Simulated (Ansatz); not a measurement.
C7H13GaO2⁺, that is GaMe2(acac) with one electron fewer, relaxed as a doublet with UKS r2SCAN-D4/def2-SVP in Ansatz, starting from the r2SCAN-D4/def2-SVP geometry of the neutral singlet. Force threshold 0.03 eV/Å.

Start:

```tsv
atom	x (Å)	y (Å)	z (Å)
Ga1	-0.487	1.423	0.549
C2	-0.154	1.666	2.466
H3	0.264	0.743	2.899
H4	-1.079	1.910	3.013
H5	0.564	2.481	2.646
C6	-1.301	2.602	-0.788
H7	-1.228	2.150	-1.790
H8	-0.806	3.586	-0.821
H9	-2.367	2.773	-0.570
O10	-1.351	-0.328	0.345
C11	-0.815	-1.392	-0.116
C12	-1.710	-2.599	-0.139
C13	0.511	-1.494	-0.581
C14	1.434	-0.430	-0.612
C15	2.822	-0.660	-1.140
O16	1.194	0.761	-0.220
H17	-1.214	-3.493	-0.536
H18	-2.069	-2.798	0.884
H19	-2.601	-2.371	-0.745
H20	0.845	-2.465	-0.949
H21	2.980	-1.685	-1.499
H22	3.549	-0.434	-0.343
H23	3.019	0.054	-1.955
```

Question: Estimate the energy that the relaxation releases and the steps that it takes.

Answer: 15.8 kJ/mol, in 7 steps; 27 s on 2 threads of AMD EPYC 7R13 on a shared host and a share (18 GiB) of an NVIDIA H100 80GB HBM3. No frequencies were taken in this run, so the end may be a saddle point.

Question: Does the start keep its bonding and symmetry?

Answer: By distances, no bond broke or formed. The bond that changes most is Ga1–O16, from 1.96 to 1.89 Å (atoms count from 1).

Question: Predict the relaxed structure.

Answer: 
```xyz
23

Ga   -0.440    1.289    0.502
C    -0.237    1.837    2.426
H     0.210    0.959    2.915
H    -1.242    2.069    2.801
H     0.424    2.713    2.435
C    -1.308    2.695   -0.638
H    -1.299    2.272   -1.653
H    -0.700    3.604   -0.551
H    -2.324    2.836   -0.246
O    -1.287   -0.396    0.323
C    -0.791   -1.487   -0.147
C    -1.702   -2.662   -0.165
C     0.539   -1.582   -0.625
C     1.474   -0.517   -0.648
C     2.854   -0.715   -1.165
O     1.193    0.667   -0.227
H    -1.228   -3.564   -0.568
H    -2.062   -2.854    0.859
H    -2.596   -2.414   -0.761
H     0.870   -2.550   -1.005
H     3.027   -1.729   -1.544
H     3.573   -0.493   -0.359
H     3.050    0.022   -1.961
```
Bond lengths: 4 × C–C 1.42 to 1.49 Å; 2 × C–Ga 2.01 Å; 2 × C–O 1.29 Å; 2 × Ga–O 1.89 Å; 13 × C–H 1.09 to 1.10 Å.
